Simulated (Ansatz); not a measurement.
Energy landscape of H2B, doublet: symmetric bend, bond length relaxed. Scanned: H-B-H angle. Other coordinates (B-H bond length) were minimised at PBE0/def2-TZVP.

UKS-PBE/cc-pVTZ = unrestricted PBE/cc-pVTZ run with Ansatz (a program for electronic structure); UKS-B3LYP/cc-pVTZ = unrestricted B3LYP/cc-pVTZ (Ansatz); FCI/cc-pVTZ = full CI/cc-pVTZ, frozen core (Ansatz).

Energies relative to the lowest point of each profile, in mEh; the last columns give the error against full CI:

| a / ° | UKS-PBE/cc-pVTZ | UKS-B3LYP/cc-pVTZ | FCI/cc-pVTZ | UKS-PBE/cc-pVTZ − FCI/cc-pVTZ | UKS-B3LYP/cc-pVTZ − FCI/cc-pVTZ |
|---|---|---|---|---|---|
| 170.18 | 9.1 | 9.9 | 11.7 | -2.6 | -1.7 |
| 161.77 | 7.2 | 7.8 | 9.1 | -2.0 | -1.3 |
| 149.11 | 3.4 | 3.7 | 4.4 | -0.9 | -0.7 |
| 138.01 | 0.7 | 0.8 | 1.0 | -0.3 | -0.2 |
| 129.23 | 0.0 | 0.0 | 0.0 | 0.0 | 0.0 |
| 120.63 | 1.0 | 1.1 | 0.9 | 0.1 | 0.1 |
| 107.58 | 6.7 | 7.1 | 6.9 | -0.2 | 0.2 |
| 98.43 | 14.3 | 15.1 | 15.0 | -0.7 | 0.1 |
| 91.03 | 22.8 | 24.2 | 24.1 | -1.3 | 0.0 |
| 80.09 | 40.0 | 42.3 | 42.4 | -2.4 | -0.1 |
| 71.88 | 56.6 | 59.8 | 60.1 | -3.4 | -0.3 |
| 60 | 86.9 | 91.5 | 92.1 | -5.3 | -0.7 |

UKS-PBE/cc-pVTZ is furthest from FCI/cc-pVTZ at 60 (-5.3 mEh, below); its mean absolute error over the points is 1.6 mEh.

UKS-B3LYP/cc-pVTZ is furthest from FCI/cc-pVTZ at 170.18 (-1.7 mEh, below); its mean absolute error over the points is 0.5 mEh.

The scan ran from 180.0 to 60.0; beyond the range shown the relaxed coordinates jump or full CI changes its symmetry label.
